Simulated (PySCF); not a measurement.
Molecule: C2H6GeO2, charge 0, multiplicity 1. 
Structure (B3LYP-D3(BJ)/def2-TZVP (Ansatz) minimum search):
SMILES: CC(=O)[O][GeH3]
```xyz
11

C      2.7758     0.1158    -0.2970
C      1.3697    -0.2465     0.0946
O      1.0723    -1.1549     0.8383
O      0.4528     0.5469    -0.4679
Ge    -1.2907     0.1474    -0.0217
H      2.8817     0.0558    -1.3810
H      3.4795    -0.5567     0.1852
H      2.9831     1.1468    -0.0077
H     -1.6164    -1.2643    -0.5134
H     -1.4686     0.3252     1.4874
H     -2.0315     1.2250    -0.8231
```
Charge 0, spin multiplicity 1.

Dispersion corrections to the total energy (kcal/mol) from the dftd3 and dftd4 libraries through PySCF: D3(BJ) without and D4 with the three-body term, each with the damping fitted for the functional named.

```csv
functional,D3(BJ),D4
HF,-38.46,___
BLYP,-10.16,-10.83
TPSS,-5.99,-6.59
LC-wPBE,___,-5.41
r2SCAN,-1.34,-1.21
B2PLYP,-3.91,-3.40
HSE06,-3.18,___
```

### Question
Some entries are withheld; supply them.

### Answer

- HF, D4: -17.83
- LC-wPBE, D3(BJ): -4.51
- HSE06, D4: -3.80
